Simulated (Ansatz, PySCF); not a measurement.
Pulling on the Cd1–H2 bond in CdH2 (SMILES [CdH2]) (multiplicity 1 held, fragments rigid). Energies count from the point at 1.681 Å.
Geometry at that point (charge 0, multiplicity 1):
```xyz
3

Cd     0.00000     0.00000     0.00000
H      0.00000     0.00000     1.68117
H      0.00000     0.00000    -1.68117
```

R- and RO- levels are restricted; in cc, def2 and unpolarised 6-31G sets they are followed outwards from rest. Active spaces are followed from a long bond inwards. Levels need not reach the same state.

Correlated levels freeze the cores. Rows in 3-21G carry no dispersion term and start afresh at each structure; the Pople sets are all-electron and without relativity.

Codes used: Ansatz (Gaussian basis) for Hartree–Fock, density functionals and correlated methods; PySCF for 3-21G rows.  In def2 rows elements past Kr take small-core potentials, without spin–orbit coupling.

Energies in eV.

```
R (Å)  R-HF/3-21G  R-B3LYP/def2-TZVPP  R-MP2/def2-TZVPP  FIC-MRCISD+Q on CASSCF(2,2)/def2-TZVPP
-----  ----------  ------------------  ----------------  --------------------------------------
1.345        1.78                1.11              0.98                                     ___
1.513        0.49                0.21              0.15                                    0.20
1.681        0.00                0.00              0.00                                    0.00
1.849       -0.06                0.14              0.20                                    0.15
2.017        0.12                0.44              0.57                                    0.46
2.270        0.62                1.02              1.24                                    1.03
2.522        1.22                1.62              1.91                                     ___
2.942        2.23                2.49              2.91                                    2.37
3.362        3.14                3.17              3.68                                    2.84
3.867        4.06                3.75              4.33                                     ___
4.539        5.01                4.22              4.79                                    3.21
5.380        5.84                4.54              4.86                                    3.24
```

Problem. Complete the blanks.

Solution. 
- 2.522, FIC-MRCISD+Q on CASSCF(2,2)/def2-TZVPP: 1.60
- 3.867, FIC-MRCISD+Q on CASSCF(2,2)/def2-TZVPP: 3.11
- 1.345, FIC-MRCISD+Q on CASSCF(2,2)/def2-TZVPP: 1.10

Doubts at one or more of the structures used: a restricted determinant that unrestricted orbitals would lower (R-HF/3-21G, R-B3LYP/def2-TZVPP, R-MP2/def2-TZVPP).

Ansatz is a program for electronic structure.
